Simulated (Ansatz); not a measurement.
In₇N₇H₂₀, a nanocrystal cut from zinc blende InN (hydrogen-capped). The state is a singlet with charge 0. Geometry PBE-D4/def2-SVP.

Cartesian coordinates in Å:
```
In 3.080 -1.062 1.036
In -3.361 -1.031 -0.072
In 0.331 -1.798 -1.178
In -0.234 -0.187 2.155
In 1.983 2.500 1.225
In -0.770 1.778 -0.988
In 2.545 0.895 -2.098
N -2.440 -0.851 1.906
N 0.838 -1.564 0.898
N 3.001 0.920 0.064
N -1.927 -2.312 -1.118
N -2.925 0.928 -0.947
N 0.353 0.212 -1.943
N -0.157 1.668 1.070
H 3.817 -2.233 -0.035
H 3.344 -0.883 2.756
H -5.026 -1.542 -0.106
H 0.966 -3.117 -2.110
H -0.050 -0.222 3.881
H 2.354 2.333 2.927
H 1.905 3.980 0.295
H -1.012 3.309 -1.768
H 3.334 -0.463 -2.868
H 2.411 2.531 -2.707
H -2.530 -1.752 2.402
H -3.004 -0.206 2.481
H 0.802 -2.496 1.343
H 3.992 1.224 0.085
H -1.997 -3.272 -0.743
H -2.227 -2.419 -2.100
H -3.260 0.941 -1.923
H -3.511 1.641 -0.485
H 0.072 0.178 -2.937
H -0.696 2.372 1.602
```

In the def2 sets In takes a core potential; there is no spin–orbit coupling. Single mean-field runs in def2-TZVP are fitted with def2-universal-jkfit.

(1) Estimate the orbital energies around the gap (eV) in Ansatz with PBE-D4/def2-SVP, PBE-D4/def2-TZVP, r2SCAN-D4/def2-TZVP, PBE0-D4/def2-SVP, PBE0-D4/def2-TZVP.

## Answers

(1) 
```csv
orbital,PBE-D4/def2-SVP,PBE-D4/def2-TZVP,r2SCAN-D4/def2-TZVP,PBE0-D4/def2-SVP,PBE0-D4/def2-TZVP
HOMO−9,-6.71,-6.77,-7.05,-7.95,-8.00
HOMO−8,-6.70,-6.77,-7.05,-7.95,-8.00
HOMO−7,-6.39,-6.45,-6.69,-7.59,-7.62
HOMO−6,-6.39,-6.45,-6.69,-7.59,-7.62
HOMO−5,-6.28,-6.36,-6.63,-7.53,-7.59
HOMO−4,-6.12,-6.21,-6.48,-7.32,-7.39
HOMO−3,-6.12,-6.21,-6.48,-7.32,-7.39
HOMO−2,-5.62,-5.71,-5.99,-6.75,-6.83
HOMO−1,-5.51,-5.60,-5.84,-6.66,-6.74
HOMO,-5.51,-5.60,-5.84,-6.66,-6.74
LUMO,-2.04,-2.30,-2.01,-1.19,-1.51
LUMO+1,-1.44,-1.70,-1.26,-0.69,-1.00
LUMO+2,-1.44,-1.69,-1.26,-0.69,-1.00
LUMO+3,-1.24,-1.51,-1.23,-0.32,-0.64
LUMO+4,-0.96,-1.18,-0.82,-0.20,-0.46
LUMO+5,-0.96,-1.18,-0.82,-0.20,-0.46
```
